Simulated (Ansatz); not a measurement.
`Br[SiH]1C=NC1` and `C1=NC[SiH2]1` differ in one atom or group.

Ansatz, PBE0-D4/def2-TZVP geometries, multiplicity 1. 

Scalar relativity is left out up to krypton.

| property | `Br[SiH]1C=NC1` |
| --- | --- |
| size of the dipole moment (ωB97M-V/def2-TZVPP) / D | 0.88 |
| HOMO energy (PBE/def2-TZVPP) / eV | -5.83 |
| LUMO energy (PBE/def2-TZVPP) / eV | -2.36 |
| LUMO energy (PBE0/def2-TZVPP) / eV | -1.27 |
| HOMO energy (B3LYP/def2-TZVPP) / eV | -6.92 |
| HOMO–LUMO gap (ωB97M-V/def2-TZVPP) / eV | 10.29 |

Problem. Give the same properties after the change, and the shifts. (Best estimate.)

Solution. Ansatz gave: 
```json
{"property": "size of the dipole moment (ωB97M-V/def2-TZVPP) / D", "`C1=NC[SiH2]1`": "1.66", "shift": "0.78"}
{"property": "HOMO energy (PBE/def2-TZVPP) / eV", "`C1=NC[SiH2]1`": "-5.53", "shift": "0.30"}
{"property": "LUMO energy (PBE/def2-TZVPP) / eV", "`C1=NC[SiH2]1`": "-1.94", "shift": "0.42"}
{"property": "LUMO energy (PBE0/def2-TZVPP) / eV", "`C1=NC[SiH2]1`": "-0.82", "shift": "0.45"}
{"property": "HOMO energy (B3LYP/def2-TZVPP) / eV", "`C1=NC[SiH2]1`": "-6.66", "shift": "0.26"}
{"property": "HOMO–LUMO gap (ωB97M-V/def2-TZVPP) / eV", "`C1=NC[SiH2]1`": "10.57", "shift": "0.28"}
```

With PBE0 the HOMO rises by 0.26 eV and the LUMO rises by 0.45 eV, so the gap widens by about 0.19 eV. PBE moves the HOMO by 0.30 eV and ωB97M-V by 0.21 eV. Dipoles are sizes alone; their direction can turn.

B3LYP here is the variant with VWN-RPA as its local correlation; programs differ in this.

Spin–orbit coupling is left out; it splits and shifts lone-pair levels of the heavy atoms by tenths of an eV.
